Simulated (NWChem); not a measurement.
Everything below was run with NWChem. System: CF2I, charge 0, spin multiplicity 2, at a geometry optimised with UPBE0/def2-SVP with def2 effective core potentials on I. The structure started from a generated list of species. Its SCF solution wasn't tested for a lower state. Level: UMP2/def2-TZVP with def2 effective core potentials on I, 7 core orbitals frozen.

Input file:

```
start mol
memory heap 200 mb stack 900 mb global 1100 mb
geometry units angstroms nocenter noautoz
  F      1.925053    -0.076688    -1.073206
  C      1.304813     0.340705     0.000000
  F      1.925053    -0.076688     1.073206
  I     -0.801506    -0.012525     0.000000
  symmetry group Cs
end
basis spherical
  * library def2-tzvp
end
ecp
  I library def2-ecp
end
scf
  uhf
  nopen 1
  maxiter 100
  thresh 1e-7
  semidirect memsize 60000000 filesize 0
  # guess.movecs holds the orbitals of an unrestricted PBE0 run
  vectors input guess.movecs output mol.movecs
end
mp2
  freeze core 7
end
task mp2 energy
```

Output (cleaned and shortened):

```
             Northwest Computational Chemistry Package (NWChem) 7.3.0
             --------------------------------------------------------

                                NWChem Input Module
                                -------------------

 Scaling coordinates for geometry "geometry" by  1.889725989
 (inverse scale =  0.529177249)

 Turning off AUTOSYM since
 SYMMETRY directive was detected!

                             Geometry "geometry" -> ""
                             -------------------------

 Output coordinates in angstroms (scale by  1.889725989 to convert to a.u.)

  No.       Tag          Charge          X              Y              Z
 ---- ---------------- ---------- -------------- -------------- --------------
    1 F                    9.0000     1.92505300    -0.07668800    -1.07320600
    2 C                    6.0000     1.30481300     0.34070500     0.00000000
    3 F                    9.0000     1.92505300    -0.07668800     1.07320600
    4 I                   53.0000    -0.80150600    -0.01252500     0.00000000

 Effective nuclear repulsion energy (a.u.)     314.7048666248

            Nuclear Dipole moment (a.u.)
            ----------------------------
        X                 Y               Z
 ---------------- ---------------- ----------------
     0.0000264562     0.0000396842     0.0000000000

      Symmetry information
      --------------------

 Group name             Cs
 Group number              2
 Group order               2
 No. of unique centers     3

      Symmetry unique atoms

     1    2    4


 Summary of "ao basis" -> "" (spherical)
 ------------------------------------------------------------------------------
       Tag                 Description            Shells   Functions and Types
 ---------------- ------------------------------  ------  ---------------------
 *                         def2-tzvp                  on all atoms

 Summary of "ao basis" -> "ao basis" (spherical)
 ------------------------------------------------------------------------------
       Tag                 Description            Shells   Functions and Types
[...]
  AO/Fock/Back tols     =   1.0D-09  1.0D-09  1.0D-09

 GA uses MA = F    GA memory limited = T

 Available:
  local mem=  1.26D+08
 global mem=  1.44D+08
 local disk=  0.00D+00
  mp2_memr nvloc                   118
  nvloc new                   118
   1 passes of  18:        5242880                     147873                  70850023.
   1 passes of  18: M    126139520           G      144138302           F     120896640.

 Semi-direct pass number   1 of   1  for UHF alpha       at        7.8s
  vrange nnbf                  9806
  mp2_eaftype                   270  avail_ma_in_mb                  1099
 EAF : mp2_eaftype filesize         270   35425011.
  mp2_eaf for mointskh                    270
Node 0 wrote    166.6 Mb in      0.2 s     Agg I/O rate:  1065.4 Mb/s
 Done moints_semi at       14.8s
  mp2_eaftype                   270  avail_ma_in_mb                   829
 EAF : mp2_eaftype filesize         270   35425011.
  mp2_eaf for kh                   270
 Done maket at       15.2s
 Done multipass loop at       15.2s

 GA uses MA = F    GA memory limited = T

 Available:
  local mem=  1.26D+08
 global mem=  1.44D+08
 local disk=  0.00D+00
  mp2_memr nvloc                   119
  nvloc new                   119
   1 passes of  17:        5242880                     142825                  67482642.
   1 passes of  17: M    126139520           G      144138302           F     120896640.

 Semi-direct pass number   1 of   1  for UHF beta        at       15.3s
  vrange nnbf                  9806
  mp2_eaftype                   257  avail_ma_in_mb                  1099
 EAF : mp2_eaftype filesize         257   33741321.
  mp2_eaf for mointskh                    257
Node 0 wrote    158.7 Mb in      0.1 s     Agg I/O rate:  1729.2 Mb/s
 Done moints_semi at       21.9s
  mp2_eaftype                   257  avail_ma_in_mb                   842
 EAF : mp2_eaftype filesize         257   33741321.
  mp2_eaf for kh                   257
 Done maket at       22.3s
 Done multipass loop at       22.3s

          -------------------------------------------
          SCF energy                -533.445202368992
          Correlation energy          -1.122193584395
          Singlet pairs                0.000000000000
          Triplet pairs                0.000000000000
          Total MP2 energy          -534.567395953386
          -------------------------------------------

          ---------------------------------------------------
                    Spin Component Scaled (SCS) MP2
          Same spin pairs                     -0.351163514677
          Same spin scaling factor             0.333333333333
          Opposite spin pairs                 -0.771030069718
          Opposite spin scaling fact.          1.200000000000
          SCS-MP2 correlation energy          -1.042290588554
          Total SCS-MP2 energy              -534.487492957546
          ---------------------------------------------------

 -----------------------
 Performance information
 -----------------------

 Timer overhead =  9.52D-08 seconds/call

               Nr. of calls         CPU time (s)                 Wall time (s)                GFlops
             ---------------    -------------------     ------------------------------   -------------------
Name         Min   Avg   Max    Min     Avg     Max     Min     Avg     Max   Mx/calls   Min     Max     Sum
mp2: moin     2     2     2    14.     14.     14.      14.     14.     14.     6.8      0.0     0.0     0.0
mp2: make     2     2     2   0.89    0.89    0.89     0.89    0.89    0.89    0.44      0.0     0.0     0.0
mp2: tota     1     1     1    15.     15.     15.      15.     15.     15.     15.      0.0     0.0     0.0

 The average no. of pstat calls per process was 5.00D+00
 with a timing overhead of 4.76D-07s

 Task  times  cpu:       22.3s     wall:       22.3s

 Total times  cpu:       22.4s     wall:       22.4s
```
